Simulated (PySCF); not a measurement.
B(OH)2(SMe) (CH5BO2S), SMILES CSB(O)O. Atoms are numbered in the order given.

```xyz
10

B     -0.0621     0.8230     0.0000
O      0.7103     1.9499     0.0000
H      0.2288     2.7852     0.0000
O     -1.4301     0.8018     0.0000
H     -1.8568     1.6669     0.0000
S      0.8390    -0.7619     0.0000
C     -0.5472    -1.9588     0.0000
H     -1.1716    -1.8376    -0.8950
H     -0.1008    -2.9622     0.0000
H     -1.1716    -1.8376     0.8950
```

Geometry: B3LYP-D3(BJ)/def2-SVP. The values are those of a single conformer.

Two levels are set side by side: PBE/pcSseg-1 (PySCF) and HF/pcSseg-1 (PySCF). GIAO shifts against BF3 (¹¹B), H2O (¹⁷O), H2S (³³S), TMS (¹H), TMS (¹³C) at the same level; non-relativistic, no solvent, atoms listed together averaged. Differences are taken from unrounded values.

| quantity | HF |
|---|---|
| δ(¹¹B) of B1 (ppm) | 21.4 |
| δ(³³S) of S6 (ppm) | 45.9 |
| δ(¹³C) of C7 (ppm) | 14.9 |

### Question
What does PBE give, and how far is it from HF? (The exact figures need the calculation; the answer reports its results.)

### Answer

```
quantity              PBE  PBE minus HF
------------------  -----  ------------
δ(¹¹B) of B1 (ppm)   18.9          -2.5
δ(³³S) of S6 (ppm)  111.3          65.5
δ(¹³C) of C7 (ppm)   17.5           2.6
```

Rough cost on one machine, each run with all the roots and properties that it gave: HF against PBE within a factor of 2.
